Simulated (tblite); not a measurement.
Start geometry of `P1(CC=CC1)/C=C\C` from a force field or distance geometry (Å):
```
atom  x, y, z in Å
C1     2.8248    0.3265   -0.5468
C2     2.4715   -0.8581    0.2781
C3     1.1784   -1.0962    0.5417
P4    -0.0393    0.0578   -0.1588
C5    -1.1376    0.8624    1.1652
C6    -2.3545    1.0961    0.3380
C7    -2.5203    0.3124   -0.6560
C8    -1.5283   -0.7399   -0.9054
H9     1.9187    0.6980   -1.0885
H10    3.5417    0.0829   -1.3504
H11    3.1558    1.1572    0.0861
H12    3.2445   -1.5299    0.6846
H13    0.9130   -1.9462    1.1470
H14   -1.4140    0.1107    1.9321
H15   -0.6717    1.7728    1.5645
H16   -3.0543    1.9228    0.6182
H17   -3.4148    0.4105   -1.3327
H18   -1.7283   -1.6870   -0.3387
H19   -1.3952   -0.9436   -1.9854
```

What comes out of this run: GFN2-xTB geometry optimisation, gas phase in tblite 0.8.0?

```
atom  x, y, z in Å
C1     3.1036   -0.0333   -0.3130
C2     2.0578   -0.8364    0.3783
C3     0.7510   -0.6213    0.3104
P4    -0.0340    0.7089   -0.6657
C5    -1.1036    1.3731    0.7246
C6    -2.2825    0.4567    0.8251
C7    -2.4622   -0.3876   -0.1744
C8    -1.4651   -0.3283   -1.2892
H9     2.6478    0.7537   -0.9097
H10    3.7025   -0.6731   -0.9604
H11    3.7740    0.4162    0.4194
H12    2.4327   -1.6564    0.9826
H13    0.0628   -1.2599    0.8557
H14   -0.5287    1.4289    1.6525
H15   -1.4286    2.3899    0.4794
H16   -2.9377    0.5337    1.6795
H17   -3.2816   -1.0872   -0.2368
H18   -1.1128   -1.3172   -1.5944
H19   -1.9052    0.1490   -2.1714
```

The energy falls by 1.028 eV over 111 L-BFGS steps, the largest force on an atom goes from 4.16 to 0.009 eV/Å, and the atoms move by 1.099 Å rms after alignment. The bond that changes most is C7–H17 (alkene CH carbon to vinylic hydrogen), which shortens by 0.047 Å. Bonds longer at the end by more than 0.005 Å: 6 of 19; shorter: 11. Among the angles that change most is C3–P4–C8, from 114.9° to 95.9°. Among the dihedrals that turn most is C3–P4–C5–H14, from -40° to 43°. Rotational constants go from 4260, 1014, 964.2 to 3795, 1053, 1024 MHz. The orientation of the end geometry is arbitrary; only internal coordinates are fixed.

Its GFN2-xTB frequencies are all real (lowest 18 cm⁻¹). One conformer, not necessarily the lowest. 3 starts were optimised and ended at 0.00, 0.04 and 0.07 kcal/mol (GFN2-xTB); the lowest of these is shown.

The numbers are calculated, not measured.
